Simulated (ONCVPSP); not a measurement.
**Ho: one change to an ONCV potential, before and after**

ONCVPSP 4.0.1 input, shortened (lines: element, Z, core and valence counts, functional; n l f; lmax; l rc ep ncon nbas qcut; lloc lpopt rc5 dvloc0; l nproj debl; icmod fcfact rcfact), PBE, scalar-relativistic:

```
  Ho 67.00   10    4        4      upf
    1    0    2.00
    2    0    2.00
    2    1    6.00
    3    0    2.00
    3    1    6.00
    3    2   10.00
    4    0    2.00
    4    1    6.00
    4    2   10.00
    4    3   10.00
    5    0    2.00
    5    1    6.00
    5    2    1.00
    6    0    2.00
    2
    0    2.30    0.00    5    8    6.60
    1    1.50    0.00    5    9    5.30
    2    3.05    0.00    4    9    6.10
    4    2    1.40   -1.00
    0    2    2.70
    1    1    3.00
    2    1    2.90
    2    0.25    1.05
```

All-electron outer shells of the reference configuration (PBE, scalar-relativistic, ld1.x):

| shell | level (eV) | outermost node (bohr) | outermost maximum (bohr) |
| --- | --- | --- | --- |
| 5s | -54.41 | 0.61 | 1.13 |
| 5p | -29.13 | 0.66 | 1.28 |
| 4f | -9.36 | – | 0.52 |
| 6s | -4.34 | 1.52 | 3.26 |
| 5d | -2.20 | 0.74 | 1.91 |

Change: local potential polynomial inside 1.05 bohr (lpopt 5, dvloc0 4 Ha).

Cutoffs: the cutoffs (Ha) at which the residual kinetic energy of the hardest occupied pseudo-wave falls to 1 and 0.1 mHa per electron; they do not see the model core or the augmentation charge, which bear on the density cutoff. Errors are all-electron minus pseudo energies relative to the spin-unpolarised reference configuration.

Question: What does the change do?

Answer: The potential gets neither clearly harder nor softer (85 Ha and 111 Ha → 85 Ha and 111 Ha); the lowest positive-energy flag moves from none to s at 1.6 eV; the errors of the 3 common tests hardly move; the range in which the s phases agree narrows (upper end 4.4 → 0.0); the range in which the p phases agree narrows (upper end 2.5 → 1.1); neither file shows a bound ghost.

```tsv
quantity	base	changed
cutoff, loose	85 Ha	85 Ha
cutoff, tight	111 Ha	111 Ha
bound ghosts	none	none
GHOST(+) flags under 300 eV	none	s at 1.6 eV
tests counted as reliable (solved cleanly; for ONCVPSP, near-neutral configurations with less than one 5d electron left out)	3 of 4	3 of 4
error for 5s2 5p6 5d1 6s1, meV [ΔE 6.94 eV]	-0.3	-0.3
error for 5s2 5p6 5d1 6s0, meV [ΔE 19.54 eV]	+7.0	+6.9
error for 5s2 5p6 5d2 6s1, meV [ΔE 2.28 eV]	-7.5	-7.4
s: phases at 2.33 bohr within 0.05 rad from the reference energy up to (Ha; the scan ends near 5)	4.4	0.0
p: phases at 1.52 bohr within 0.05 rad from the reference energy up to (Ha; the scan ends near 5)	2.5	1.1
d: phases at 3.09 bohr within 0.05 rad from the reference energy up to (Ha; the scan ends near 5)	3.4	1.0
rms error of d²Exc/dni dnj with the model core, mHa	1.15	1.15
```
